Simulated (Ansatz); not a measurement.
Two members of one family (Same ligands, another metal), computed with Ansatz in the gas phase; def2 core potentials for Ag, no spin–orbit coupling. The two geometries come from different levels. Binding counts from free atoms in the multiplicity of their measured ground term, without zero-point energy. The structures are stationary points that may keep the symmetry of their start.

First: (CuH)3 ring (singlet, charge 0, PBE-D4/def2-SVP geometry).

```xyz
6

Cu    0.990   -0.901    0.080
H    -0.247   -1.590    0.994
Cu   -1.165   -0.226    0.625
H    -1.396    1.271   -0.113
Cu    0.175    1.127   -0.705
H     1.643    0.319   -0.881
```

```csv
level,HOMO (eV),LUMO (eV),gap (eV),binding per atom (eV)
PBE-D4/def2-SVP,-4.75,-1.68,3.07,2.34
PBE-D4/def2-TZVPD,-5.25,-2.11,3.14,2.10
BLYP-D4/def2-TZVP,-5.18,-2.05,3.14,2.03
PBE0-D4/def2-SVP,-6.15,-0.69,5.46,2.17
BHLYP-D4/def2-TZVP,-7.89,-0.18,7.71,1.90
```

Second: (AgH)3 ring (singlet, charge 0, PBE0-D4/def2-TZVP geometry).

```tsv
atom	x (Å)	y (Å)	z (Å)
Ag1	-1.3663	0.6732	0.3893
H2	-0.5714	0.0872	1.9505
Ag3	0.9248	-0.6048	1.1174
H4	1.7683	-0.8709	-0.5039
Ag5	0.4416	-0.0679	-1.5067
H6	-1.1970	0.7832	-1.4467
```

Task: Estimate the same table for the second.

Result: 
| level | HOMO (eV) | LUMO (eV) | gap (eV) | binding per atom (eV) |
| --- | --- | --- | --- | --- |
| PBE-D4/def2-SVP | -5.78 | -2.41 | 3.37 | 1.75 |
| PBE-D4/def2-TZVPD | -5.80 | -2.45 | 3.35 | 1.76 |
| BLYP-D4/def2-TZVP | -5.73 | -2.45 | 3.28 | 1.72 |
| PBE0-D4/def2-SVP | -6.79 | -1.49 | 5.30 | 1.70 |
| BHLYP-D4/def2-TZVP | -7.79 | -0.73 | 7.07 | 1.66 |
